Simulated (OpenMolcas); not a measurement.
Fe3+ among 6 point charges of -2.2 e arranged as an octahedron (Oh), 1.84 Å from the ion.

* Program: OpenMolcas 26.06
* Method: SS-CASPT2, IPEA 0.25 Eh, imaginary shift 0.1 Eh (closed shells correlated: 3s 3p)
* Basis: ANO-RCC-VDZP [5s4p2d1f]
* Scalar Hamiltonian: DKH2, point nucleus
* Active space: 5 electrons in 5 orbitals (3d)
* State averaging: 2S+1 = 6 even, 1 root; 2S+1 = 4 even, 24 roots; 2S+1 = 2 even, 75 roots
* Spin-orbit coupling: RASSI with atomic mean-field integrals over the reference wave functions

(1) What is the spin-free ground state (labels of O, the rotations of Oh)?

(2) What are the lowest two levels with spin-orbit coupling?

(3) What is χT at 300 K, and how does it compare with the textbook value?

Results:

(1) 6A1, 1-fold in its orbital part, 100 % from free-ion S terms; it has the highest spin that d5 allows.

(2) A 6-fold level, then a 2-fold level Γ7 31200 cm-1 above it. Their leading multiplicities are 6 (100 %) and 4 (100 %).

(3) The lowest level has 2S+1 = 6, for which the spin-only value is χT = S(S+1) / 2 = 4.375 cm3 K/mol (g = 2). The computed 4.385 at 300 K differs by +0.010, little more than the free-electron g of 2.0023 accounts for.

Roots that are degenerate in the reference are averaged as groups; the widest CASPT2 spread within a group is 190 cm-1 (the 3-fold group of multiplicity 2 near 56600 cm-1 above the lowest state of its run). Shifts and gaps below about the spread of the groups concerned are not significant. This field is weak: 10Dq is about 5462 cm-1, while octahedral complexes of 3d ions of charge 3 and more, computed by the same method with explicit ligands, had a median near 15000 cm-1. Ground spin and moment need not be those of a real site. Free-ion shares, where given, are those of the reference states; single-state CASPT2 does not remix them. This is an electrostatic model: the charges have no orbitals. No measured value stands beside these numbers.
